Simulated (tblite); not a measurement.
Species: C5H4F3NP2.
Z-matrix (Å and degrees, GFN2-xTB geometry), rows numbered from 1:
```
F 
C   1  1.3410
F   2  1.3405  1  106.05
F   2  1.3404  1  107.29  3  -113.72
P   2  1.9031  1  115.60  3   118.60
P   5  2.0469  2  107.34  1    30.72
N   6  1.7030  5  110.46  2    13.10
C   7  1.3783  6  129.53  5    47.72
C   8  1.3568  7  108.76  6   172.52
C   9  1.4204  8  107.42  7     0.01
C  10  1.3566  9  107.20  8    -0.90
H   8  1.0725  7  121.09  6    -5.28
H   9  1.0715  8  126.29  7  -179.44
H  10  1.0716  9  126.08  8   179.30
H  11  1.0725  7  120.30  6     7.86
```

Computed values, GFN2-xTB/tblite, gas phase, harmonic and unscaled. This tight-binding method is rough: wavenumbers can miss measured ones by several per cent, in bad cases by 10 to 20. One conformer, not necessarily the lowest.

Harmonic wavenumbers (cm⁻¹): 38.3, 64.3, 72.4, 104.6, 140.1, 190.7, 225.7, 264.8, 310.1, 398.9, 467.0, 472.1, 490.6, 569.5, 576.2, 642.0, 666.6, 760.8, 791.4, 823.4, 828.6, 843.6, 908.9, 1039.2, 1040.4, 1048.5, 1059.1, 1077.2, 1083.8, 1183.3, 1206.3, 1281.7, 1380.6, 1464.2, 1568.5, 3154.9, 3160.1, 3172.6, 3181.1.

A = 1429, B = 664.9, C = 526.4 MHz; mass 196.977 u (most abundant isotopes); point group C1, symmetry number 1.

Question: Zero-point energy?

Answer: ½Σν̃ = 18876 cm⁻¹ = 53.97 kcal/mol.

Question: Entropy at 298.15 K, 1 bar (ideal gas, RRHO, classical rotation)?

Answer: Translation 41.76, rotation 30.84, vibration 33.64: S = 106.3 cal/(mol K).

Question: And Cp and H(298.15 K) − H(0)?

Answer: Cp = 40.58 cal/(mol K), of which vibrations give 32.63 (their classical limit is 39 R = 77.5); H(298.15 K) − H(0) = 7.48 kcal/mol without the zero-point energy, 5.11 from vibrations.

Question: How do the functions run with temperature in this model?

Answer: 
```json
{"T (K)": "150", "S (cal/(mol K))": "84.1", "Cp (cal/(mol K))": "25.5", "H − H(0) (kcal/mol)": "2.57", "G − H(0) (kcal/mol)": "-10.04", "ln q(vib)": "3.91"}
{"T (K)": "250", "S (cal/(mol K))": "99.5", "Cp (cal/(mol K))": "35.8", "H − H(0) (kcal/mol)": "5.64", "G − H(0) (kcal/mol)": "-19.25", "ln q(vib)": "6.91"}
{"T (K)": "400", "S (cal/(mol K))": "119.4", "Cp (cal/(mol K))": "49.3", "H − H(0) (kcal/mol)": "12.07", "G − H(0) (kcal/mol)": "-35.71", "ln q(vib)": "11.21"}
{"T (K)": "600", "S (cal/(mol K))": "141.8", "Cp (cal/(mol K))": "60.8", "H − H(0) (kcal/mol)": "23.20", "G − H(0) (kcal/mol)": "-61.91", "ln q(vib)": "16.59"}
{"T (K)": "900", "S (cal/(mol K))": "168.4", "Cp (cal/(mol K))": "69.9", "H − H(0) (kcal/mol)": "42.97", "G − H(0) (kcal/mol)": "-108.63", "ln q(vib)": "23.78"}
```

q(vib) and H(0) count from the zero-point level.

Question: What must be added to the electronic energy to get the Gibbs energy at 298.15 K and 1 bar?

Answer: ZPE + [H(298.15 K) − H(0)] − T·S = 53.97 + 7.48 − 31.68 = 29.77 kcal/mol.

Question: Blend soft modes into free rotors: weight 1/[1 + (100 cm⁻¹/ν̃)⁴] for the oscillator and the rest for a rotor with moment μB/(μ + B), μ = h/(8π²ν), B = 10⁻⁴⁴ kg m². What vibrational entropy results?

Answer: 30.26 cal/(mol K) in place of 33.64, which changes −T·S at 298.15 K by +1.01 kcal/mol.

Question: Which modes carry the vibrational entropy at 298.15 K?

Answer: 38.3 cm⁻¹: 5.35; 64.3 cm⁻¹: 4.32; 72.4 cm⁻¹: 4.09; 104.6 cm⁻¹: 3.37; 140.1 cm⁻¹: 2.80; 190.7 cm⁻¹: 2.22 cal/(mol K); the other 33 give 11.50 together.

Hindered rotation and anharmonicity are outside this model. Other conformers, if any are populated, would add a mixing term that is left out. The structure is chiral; the term R ln 2 for an equal mix with its mirror image is left out.
